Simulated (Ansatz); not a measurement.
Ansatz (a program for electronic structure) input (CCSD(T)/def2-SVPD):

Ansatz 0.2 input:
```yaml
crystal:
  periodic: [false, false, false]
  atoms:
    - {symbol: Be, position_ang: [-0.00000000, -0.00000000, -0.88442103]}
    - {symbol: O, position_ang: [0.00000000, 0.00000000, 0.44221052]}
basis:
  gaussian:
    orbitals: def2-SVPD
magnetization: {spin_polarized: false}
correlation: {method: ccsd_t, electrons: outside_noble_gas}
output: {forces: true}
```

End of the output:

```
mean field evaluation 4: about -2430.6031 eV, gradient 4.9e0 eV
mean field evaluation 8: about -2430.8200 eV, gradient 1.8e-1 eV
mean field evaluation 16: about -2417.6546 eV, gradient 7.8e1 eV
mean field evaluation 32: about -2421.9281 eV, gradient 1.8e-2 eV
mean field -2430.82013242 eV, -89.3309921972 hartree, gradient 2.1e-6 eV, S^2 0.000000; 0 other end points of the search recorded, 0 dependent functions left out
2 core orbitals not correlated
reference -2430.82013242 eV, -89.3309921972 hartree; 4, 4 occupied and 29, 29 virtual orbitals, 375 factors
densities: 0.06 GiB planned
second order -6.73638242 eV of doubles, -0.00000000 eV of singles
coupled cluster: 0.06 GiB planned
cycle   1  -6.15640675 eV  change    5.8e-1 eV  update   1.3e-1
cycle   2  -6.45442929 eV  change   -3.0e-1 eV  update   5.7e-2
cycle   3  -6.53163600 eV  change   -7.7e-2 eV  update   3.1e-2
cycle   4  -6.54605297 eV  change   -1.4e-2 eV  update   1.7e-2
cycle   5  -6.53999356 eV  change    6.1e-3 eV  update   1.1e-2
cycle   6  -6.54896986 eV  change   -9.0e-3 eV  update   6.9e-3
cycle   7  -6.55013668 eV  change   -1.2e-3 eV  update   2.6e-3
cycle   8  -6.54897676 eV  change    1.2e-3 eV  update   9.3e-4
cycle   9  -6.54917854 eV  change   -2.0e-4 eV  update   2.1e-4
cycle  10  -6.54935323 eV  change   -1.7e-4 eV  update   8.0e-5
cycle  11  -6.54927322 eV  change    8.0e-5 eV  update   3.6e-5
cycle  12  -6.54926998 eV  change    3.2e-6 eV  update   1.4e-5
cycle  13  -6.54929144 eV  change   -2.1e-5 eV  update   4.4e-6
cycle  14  -6.54929012 eV  change    1.3e-6 eV  update   1.2e-6
perturbative correction -0.28038589 eV, -0.0103039913 hartree
the calculation of the forces begins
Total energy: -2437.64980842 eV, -89.5819781612 hartree
Atom 0 at    -0.000000    -0.000000    -0.884421 Å, force     0.000000    -0.000000    -2.338936 eV/Å
Atom 1 at     0.000000     0.000000     0.442211 Å, force    -0.000000    -0.000000     2.338936 eV/Å
Dipole moment:    -0.000000     0.000000    -1.322837 e Å
```
